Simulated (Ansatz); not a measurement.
System: C3H11ClSi2, net charge 0, singlet state. SMILES: C[SiH2][Si](C)(C)Cl
Structure (B3LYP-D3(BJ)/def2-TZVP (Ansatz, a first-principles code) minimum search):
```
Si
C 1 1.8705
H 2 1.0906 1 111.10
H 2 1.0919 3 108.29 1 121.77
H 2 1.0930 3 108.20 4 117.16
C 1 1.8723 2 110.95 3 176.86
H 6 1.0909 1 111.21 2 -176.86
H 6 1.0919 7 108.13 1 -121.71
H 6 1.0930 7 108.22 8 -117.09
Cl 1 2.1001 2 107.49 3 60.13
Si 1 2.3432 2 113.25 3 -56.05
H 11 1.4859 1 108.97 2 50.45
H 11 1.4889 12 107.37 1 118.14
C 11 1.8810 12 110.49 13 120.22
H 14 1.0910 11 110.22 12 63.17
H 14 1.0912 15 108.38 11 121.94
H 14 1.0915 15 108.01 16 116.87
```

Atomisation energy built up term by term with Ansatz (kcal/mol; UHF references for open shells; valence terms freeze the core; atomic spin-orbit terms are left out). CBS marks a two-point X^-3 extrapolation of the correlation energy; Hartree-Fock from the larger set.

```json
[
 {"term": "Hartree-Fock", "basis": "cc-pV(Q+d)Z", "kcal/mol": "(withheld)"},
 {"term": "CCSD correlation", "basis": "CBS(cc-pV(T+d)Z,cc-pV(Q+d)Z)", "kcal/mol": "324.06"},
 {"term": "(T)", "basis": "CBS(cc-pV(T+d)Z,cc-pV(Q+d)Z)", "kcal/mol": "(withheld)"},
 {"term": "core correlation", "basis": "cc-pwCVTZ", "kcal/mol": "3.75"},
 {"term": "scalar relativity (X2C)", "basis": "cc-pVTZ-DK against cc-pVTZ", "kcal/mol": "-2.10"},
 {"term": "sum: De", "basis": "", "kcal/mol": "(withheld)"}
]
```

**Question.** Some entries are withheld; supply them.

**Answer.** 
- Hartree-Fock, kcal/mol: 1125.54
- (T), kcal/mol: 18.09
- sum: De, kcal/mol: 1469.3
